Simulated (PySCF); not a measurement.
TiO2, SMILES [O]=[Ti]=[O], multiplicity 1. Atoms are numbered in the order given.

```xyz
3

Ti     0.0000     0.0000     0.3899
O      0.0000    -1.3567    -0.5362
O      0.0000     1.3567    -0.5362
```
Charge 0, spin multiplicity 1.

Coordinates come from a TPSSh-D3(BJ)/def2-TZVP optimisation. The multiplicity is an assumed one; other spin states were not compared. The isomer is the one that the SMILES or the coordinates give; other isomers of the formula were not compared.

The numbers are results of TPSSh-D3(BJ)/def2-TZVP (PySCF), not measurements.

Frequencies are harmonic and unscaled.

```tsv
mode	ν (cm⁻¹)	IR (km/mol)	moving atoms (share of kinetic energy)
1	343	13.5	O 81 %, Ti 19 %
2	986	409.5	O 69 %, Ti 31 %
3	1025	37.5	O 79 %, Ti 21 %
```
